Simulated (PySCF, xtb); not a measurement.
Mo(NH)2(OH)2 (H4MoN2O2), SMILES [NH]=[Mo](=[NH])([OH])[OH], multiplicity 1.

GFN2-xTB (xtb) at its own geometry gives an orbital gap of 3.46 eV and a dipole moment of 3.84 D.

The structure is a stationary point at B3LYP-D3(BJ)/def2-SVP. The multiplicity is an assumed one; other spin states were not compared. The def2 effective core potentials stand for the cores of Mo; spin–orbit coupling is left out. The values are those of a single conformer.

Question: What does CAM-B3LYP/def2-TZVP run with PySCF give? (An estimate is asked for; the answer gives what the named calculation found.)

Answer: gap 8.80 eV (levels -9.09 and -0.29 eV), dipole 1.54 D.
